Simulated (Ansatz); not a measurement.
`C[N](C)[W]([OH])(=[S])=[S]`. Total charge 0; spin multiplicity 1. W takes the def2 core potential.

Cartesian coordinates in Å:
```
C -0.9768 1.0438 1.0077
N -0.0130 0.2055 0.3185
C 0.9004 -0.4473 1.2405
W 0.1128 -0.0554 -1.5777
O -0.7798 -1.6609 -2.0121
S -0.8400 1.5871 -2.5465
S 2.1714 -0.1888 -2.1207
H -1.5778 0.4389 1.6966
H -1.6404 1.5332 0.2995
H -0.4557 1.8110 1.5929
H 1.4565 0.3031 1.8153
H 0.3412 -1.0763 1.9426
H 1.6170 -1.0708 0.7089
H -0.3157 -2.4231 -2.3655
```

Task: List the harmonic frequencies (cm⁻¹, unscaled) at PBE0-D4/def2-TZVP in Ansatz. (Best estimate.)

Result: The calculation gave: 24, 103, 118, 144, 171, 177, 183, 197, 208, 260, 322, 346, 550, 552, 583, 615, 711, 1007, 1074, 1096, 1150, 1190, 1298, 1432, 1458, 1472, 1480, 1486, 1502, 3014, 3018, 3070, 3075, 3157, 3175, 3902.

Task: Is this a minimum?

Result: Yes, all 36 modes are real.

Task: Give the ideal-gas thermochemistry at 298.15 K and 1 bar (rigid rotor, harmonic oscillator; point group C1, symmetry number 1).

Result: Zero-point energy 259.1 kJ/mol; H(298) − E = 290.3 kJ/mol; entropy 445.8 J/(mol·K), of which translation 180.4, rotation 124.6, vibration 140.9; G(298) − E = 157.3 kJ/mol. Modes under 100 cm⁻¹ are hindered rotations or soft bends, so the harmonic entropy is rough.

Task: And at 400, 500, 600, 800 and 1000 K?

Result: 
| T (K) | H − E (kJ/mol) | S (J/mol/K) | G − E (kJ/mol) |
| --- | --- | --- | --- |
| 400 | 307.3 | 494.9 | 109.4 |
| 500 | 326.2 | 537.0 | 57.7 |
| 600 | 346.9 | 574.7 | 2.1 |
| 800 | 392.6 | 640.2 | -119.6 |
| 1000 | 442.6 | 696.0 | -253.3 |
